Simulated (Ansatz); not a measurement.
A set of 12 reactions (atomization), with CCSD(T)/CBS values in kJ/mol:

| reaction | ΔE |
| --- | --- |
| `[CH3][Zn][CH2]Cl` → 2 C• + Cl• + 5 H• + Zn (atom) | 2863.9 |
| `c1cc[c]([GeH2][c]2ccccc2)cc1` → 12 C• + Ge• + 12 H• | 11684.1 |
| `[AlH2][BH][GeH3]` → Al• + B• + Ge• + 6 H• | 2349.2 |
| `[CH3][In]([Cl])[SeH]` → C• + Cl• + 4 H• + In• + Se• | 2447.0 |
| `[SeH][Sn]([SeH])([SeH])[SeH]` → 4 H• + 4 Se• + Sn• | 2320.3 |
| `[SiH3][SiH]1BO1` → B• + 5 H• + O• + 2 Si• | 2989.2 |
| `O/C([SiH3])=C/[SiH3]` → 2 C• + 8 H• + O• + 2 Si• | 4551.3 |
| `C#CCC#N` → 4 C• + 3 H• + N• | 3733.4 |
| `[F][In]([F])[SeH]` → 2 F• + H• + In• + Se• | 1426.5 |
| `[CH3][Al]([NH2])[SiH2]F` → Al• + C• + F• + 7 H• + N• + Si• | 4164.8 |
| `C1O[AsH][SiH2]1` → As• + C• + 5 H• + O• + Si• | 2902.9 |
| `BCCI` → B• + 2 C• + 6 H• + I• | 3510.5 |

Program: Ansatz. Geometries: PBE0-D4/def2-TZVP. ΔE: electronic, gas phase. CBS: MP2 limit from def2 TZ/QZ plus the TZ coupled-cluster correction, frozen cores. This one scheme is used for every species, atoms too. Functionals use def2-TZVPP. B3LYP here is the variant with VWN-RPA as its local correlation; programs differ in this. Open shells (•) are unrestricted, without spin–orbit coupling. Spin–orbit coupling would lower the free atoms: a little for Al, B, C, Cl, F, O, Si; clearly for Ge, Se; strongly for I, In, Sn. def2 core potentials past Kr. For As, Ge, I, In, Se, Sn, Zn outer-core shells are correlated without core-valence functions, so the limit isn't a true one: a few kJ/mol of doubt a bond, and 10 to 20 or more in all where bonds break to atoms. Scalar relativity is left out up to krypton. One conformer a species, not always the lowest.

(1) Give the mean, mean absolute and largest difference (level minus CCSD(T)/CBS, kJ/mol) for: r2SCAN-D4, PBE0-D4, B3LYP-D4, ωB97X-V, ωB97M-V, PBE, r2SCAN, CCSD/def2-TZVPP, CCSD(T)/def2-TZVPP, HF/def2-QZVPP, SCS-MP2/def2-QZVPP, HF/CBS(def2), MP2/CBS(def2), CCSD/CBS(def2). (An estimate is asked.)

The largest T1 diagnostic in the set is 0.018, for Al• (customary mark 0.045).

CCSD(T)/CBS is a level of theory with its own doubt, and the functionals carry their triple-zeta basis error, so these figures describe this set and don't rank the functionals.

## Answers

(1) Computed: 
```
             level     mean  mean absolute  largest
         r2SCAN-D4     12.6           24.3    122.2
           PBE0-D4      5.5           48.2    225.8
          B3LYP-D4    -11.9           24.9    -71.7
           ωB97X-V      8.4           18.2    -37.4
           ωB97M-V     -4.7           22.8    -91.3
               PBE     44.7           65.4    356.5
            r2SCAN      6.3           22.1     99.6
   CCSD/def2-TZVPP   -165.3          165.3   -482.3
CCSD(T)/def2-TZVPP   -101.3          101.3   -256.1
     HF/def2-QZVPP  -1027.5         1027.5  -2992.3
SCS-MP2/def2-QZVPP      2.5           21.2    -60.2
      HF/CBS(def2)  -1026.7         1026.7  -2991.2
     MP2/CBS(def2)     62.8           68.0    329.3
    CCSD/CBS(def2)    -63.9           63.9   -226.1
```
